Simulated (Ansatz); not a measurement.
`[F][Ga]([SH])[Cl]` + acetylene → `C#[C][Ga]([F])[Cl]` + H₂S at 600 K and 1 bar (formal exchange of groups at a Ga–S bond).

Program: Ansatz. Geometries: PBE0-D4/def2-TZVP. ΔE: electronic, gas phase. CCSD(T)/CBS is the MP2 limit (def2-TZVPP, def2-QZVPP) plus CCSD(T) − MP2 in def2-TZVPP, frozen cores. This one scheme is used for every species. For Ga outer-core shells are correlated without core-valence functions, which leaves a few kJ/mol of doubt a bond. Scalar relativity is left out up to krypton. One conformer a species, not always the lowest.

```tsv
species	CCSD(T)/CBS energy (Eh)	H − E (kJ/mol)	S (J/(mol·K))
`[F][Ga]([SH])[Cl]`	-2882.02312	79.6	402.0
`C#C`	-77.22717	96.2	235.4
`C#[C][Ga]([F])[Cl]`	-2560.25724	108.8	420.3
H₂S	-398.97279	60.8	230.9
```

H − E and S are ideal-gas, rigid-rotor, harmonic terms from PBE0-D4/def2-TZVP, for one conformer and one mirror image of each species. 1 Eh = 2625.50 kJ/mol, R = 8.31446 J/(mol·K).

By hand: ΔE, ΔH, ΔS and ΔG.

ΔE = (-2560.25724) + (-398.97279) − (-2882.02312) − (-77.22717) = 0.02026 Eh = 53.2 kJ/mol. Δ(H − E) = 108.8 + 60.8 − 79.6 − 96.2 = -6.2, so ΔH = 47.0 kJ/mol. ΔS = 420.3 + 230.9 − 402.0 − 235.4 = 13.8 J/(mol·K). ΔG = 47.0 − 600 × (13.8)/1000 = 38.7 kJ/mol.

By hand: the equilibrium constant, and the temperature at which ΔG would vanish if ΔH and ΔS stayed fixed.

log₁₀ K = −ΔG/(RT ln 10) = -3.4. ΔG = 0 at ΔH/ΔS = 3406 K, far beyond where these terms or the molecules hold.

The number of gas molecules stays the same, so ΔS is small and ΔH decides. A doubt of 5 kJ/mol in ΔE shifts log₁₀ K by 0.4 here. Other conformers and mirror images would add mixing entropy, several J/(mol·K) or more a flexible species. These are equilibria of isolated gas molecules and say nothing of rates. Largest T1 diagnostic: 0.014 (customary marks: 0.02 for closed shells, 0.045 for open ones).
